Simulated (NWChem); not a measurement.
Species: GaPH$_{4}$; SMILES [PH2][GaH2]

```xyz
6

Ga    -0.0133     0.7621     0.0000
H     -0.0607     1.5272    -1.3700
H     -0.0607     1.5272     1.3700
P     -0.0794    -1.5491     0.0000
H      0.8627    -1.7211    -1.0577
H      0.8627    -1.7211     1.0577
```
Atoms are numbered in this order, from 1.

Program: NWChem. The geometry was optimised at PBE0/def2-SVP. Total energies compare along this basis series because the functional is fixed.

| level | basis functions | energy (Ha) | highest occupied level (eV) | orbital gap (eV) | dipole (D) |
|---|---|---|---|---|---|
| PBE0/pcseg-1 | 65 | -2267.9756 | -7.29 | 5.51 | 0.91 |
| PBE0/aug-pcseg-1 | 99 | -2267.9790 | -7.28 | 5.50 | 0.76 |
| PBE0/pcseg-2 | 133 | -2268.2646 | -7.26 | 5.49 | 0.77 |
| PBE0/STO-3G | 31 | -2241.7461 | -2.53 | 2.76 | 1.24 |
| PBE0/def2-SVP | 70 | -2267.8545 | -7.20 | 5.50 | 0.87 |
